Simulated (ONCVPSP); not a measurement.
## Which change was made? (Te, ONCV)

- Element: tellurium
- Generator: ONCVPSP 4.0.1
- Type: optimised norm-conserving Vanderbilt (ONCV)
- Functional: LDA (Perdew-Wang 92)
- Relativity: scalar-relativistic
- Frozen core: [Ar] 3d10
- Valence charge: 24
- Reference configuration: 4s2 4p6 4d10 5s2 5p4
- Partial waves: 4s+5s: rc 1.40 bohr, ncon 5, nbas 9, qcut 9.5 1/bohr, 2 projectors; 4p+5p: rc 1.45 bohr, ncon 4, nbas 8, qcut 12 1/bohr, 2 projectors; 4d: rc 0.90 bohr, ncon 4, nbas 9, qcut 12.7 1/bohr, 1 projector
- Local potential: polynomial inside 0.85 bohr (lpopt 5, dvloc0 0 Ha)
- Core correction: Teter function fitted to the true core (icmod 2), fcfact 0.35

Cutoffs, loose and tight: the cutoffs (Ha) at which the residual kinetic energy of the hardest occupied pseudo-wave falls to 1 and 0.1 mHa per electron. They do not see the model core or the augmentation charge, which bear on the density cutoff. Test errors are all-electron minus pseudo excitation energies from the reference, over the configurations 4s2 4p6 4d10 5s2 5p3; 4s2 4p6 4d10 5s2 5p2; 4s2 4p6 4d10 5s2 5p1; 4s2 4p6 4d10 5s2 5p0; variants that change the core or the reference have their own tests.

The base gives: outcome: generated; cutoff, loose: 56 Ha; cutoff, tight: 67 Ha; bound ghosts: none; GHOST(+) flags above zero: s; largest test error (meV): -24.

(1) After one change the result is: outcome: generated; cutoff, loose: 191 Ha; cutoff, tight: 259 Ha; bound ghosts: none; GHOST(+) flags above zero: s; largest test error (meV): -27. Which change was it?
A. s: rc 0.92
B. core [Kr], valence charge 16; reference 4d10 5s2 5p2; waves now 5s: rc 1.85 bohr, ncon 3, nbas 7, qcut 3.6 1/bohr, 1 projector; 5p: rc 2.15 bohr, ncon 4, nbas 7, qcut 4.1 1/bohr, 2 projectors, debl 3.1 Ha; 4d: rc 1.20 bohr, ncon 5, nbas 10, qcut 15.6 1/bohr, 2 projectors, debl 3.2 Ha; local potential polynomial inside 1.15 bohr (lpopt 1, dvloc0 6 Ha)
C. reference 4s2 4p6 4d10 5s1 5p5

Results:

(1) A. The others give: core [Kr], valence charge 16; reference 4d10 5s2 5p2; waves now 5s: rc 1.85 bohr, ncon 3, nbas 7, qcut 3.6 1/bohr, 1 projector; 5p: rc 2.15 bohr, ncon 4, nbas 7, qcut 4.1 1/bohr, 2 projectors, debl 3.1 Ha; 4d: rc 1.20 bohr, ncon 5, nbas 10, qcut 15.6 1/bohr, 2 projectors, debl 3.2 Ha; local potential polynomial inside 1.15 bohr (lpopt 1, dvloc0 6 Ha) → outcome: generated; cutoff, loose: 52 Ha; cutoff, tight: 60 Ha; bound ghosts: s; GHOST(+) flags above zero: p; largest test error (meV): +10 over the solved tests; 1 of 4 tests not solved or not reliable | reference 4s2 4p6 4d10 5s1 5p5 → outcome: generated; cutoff, loose: 56 Ha; cutoff, tight: 67 Ha; bound ghosts: none; GHOST(+) flags above zero: s; largest test error (meV): -257.
